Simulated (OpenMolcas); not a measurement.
Ta4+ among 5 point charges of -2 e arranged as a trigonal bipyramid (D3h), 1.95 Å from the ion, with the axial distance 2.184 Å.
```
   1.9500    0.0000    0.0000  -2.00
  -0.9750    1.6887    0.0000  -2.00
  -0.9750   -1.6887    0.0000  -2.00
   0.0000    0.0000    2.1840  -2.00
   0.0000    0.0000   -2.1840  -2.00
```

```json
{
 "Program": "OpenMolcas 26.06",
 "Method": "CASSCF",
 "Basis": "ANO-RCC-VDZP [7s6p4d2f1g]",
 "Scalar Hamiltonian": "DKH2, point nucleus",
 "Active space": "1 electron in 5 orbitals (5d)",
 "State averaging": "2S+1 = 2 even, 5 roots",
 "Spin-orbit coupling": "RASSI with atomic mean-field integrals over the reference wave functions"
}
```

(1) What is the spin-free ground state (labels of D3, the rotations of D3h)?

(2) Where is the first state of the same spin?

(3) What are the lowest two levels with spin-orbit coupling?

(4) What is χT at 300 K, and how does it compare with the textbook value?

Results:

(1) 2E, 2-fold in its orbital part, 100 % from free-ion D terms; it has the highest spin that d1 allows.

(2) 2E at 3960 cm-1 above the ground state.

(3) A 2-fold level with g = 0.08, 0.90, 0.90, then a 2-fold level 980.9 cm-1 above it. Their leading multiplicities are 2 (100 %) and 2 (100 %).

(4) The lowest level has 2S+1 = 2, for which the spin-only value is χT = S(S+1) / 2 = 0.375 cm3 K/mol (g = 2). The computed 0.083 at 300 K differs by -0.292, through orbital momentum, spin-orbit coupling and any other state in reach.

An orbital doublet at a regular site is open to a Jahn-Teller distortion, which this geometry leaves out. Point charges carry no covalency, so the field is a model and not that of real ligands. No measured value stands beside these numbers.
